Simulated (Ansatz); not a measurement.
Consider the redistribution: `CO[SiH](F)[O][GeH3]` + `[OH][GaH][SH]` → `O[SiH](F)[O][GeH3]` + `C[O][GaH][SH]`.

Calculated with Ansatz (gas phase, PBE0-D4/def2-TZVP geometries, no zero-point term in ΔE). CCSD(T)/CBS is the MP2 limit (def2-TZVPP, def2-QZVPP) plus CCSD(T) − MP2 in def2-TZVPP, frozen cores. DFT in def2-TZVPP. B3LYP here is the variant with VWN-RPA as its local correlation; programs differ in this. HSE06 is defined as in plane-wave codes. For Ga, Ge outer-core shells are correlated without core-valence functions, which leaves a few kJ/mol of doubt a bond. Scalar relativity is left out up to krypton. One conformer a species, not always the lowest.

| level | ΔE (kcal/mol) | difference from CCSD(T)/CBS |
| --- | --- | --- |
| r2SCAN-D4 | 0.6 | -0.2 |
| B3LYP-D4 | 0.6 | -0.2 |
| r2SCANh-D4 | 0.7 | -0.1 |
| r2SCAN0-D4 | 0.8 | 0.0 |
| HSE06-D4 | 0.6 | -0.2 |
| BHLYP-D4 | 0.9 | 0.1 |
| ωB97M-V | 1.0 | 0.2 |
| B2PLYP | 0.9 | 0.1 |
| PBE | 0.5 | -0.3 |
| revPBE | 0.7 | -0.1 |
| BLYP | 0.8 | 0.0 |
| CCSD(T)/def2-SVP | 1.1 | 0.3 |
| HF/def2-TZVPP | 1.6 | 0.8 |
| MP2/def2-TZVPP | 0.7 | -0.1 |
| CCSD/def2-TZVPP | 0.9 | 0.1 |
| HF/CBS(def2) | 1.7 | 0.9 |
| CCSD(T)/CBS | 0.8 | 0 |

**Question.** What do rigid-rotor, harmonic-oscillator terms from PBE0-D4/def2-TZVP frequencies (298.15 K, 1 bar) make of the CCSD(T)/CBS value? (Best estimate.)

**Answer.** Ansatz gave: ΔZPE = -0.3 kcal/mol, ΔH = +0.6 kcal/mol, ΔS = 2 J/(mol·K), ΔG = +0.5 kcal/mol. Modes under 50 cm⁻¹ make the entropy rough.

Largest T1 diagnostic among the species: 0.014.

Leaving LDA and LC-ωPBE aside and taking each functional with its dispersion term where it has one, the values, not all of them listed here, spread over 0.8 kcal/mol, from revPBE-D4 to ωB97X-V. In def2-TZVPP, CCSD(T) changes the Hartree–Fock value by −0.9 kcal/mol (the triples alone add −0.2 kcal/mol) and MP2 by −0.9 kcal/mol.
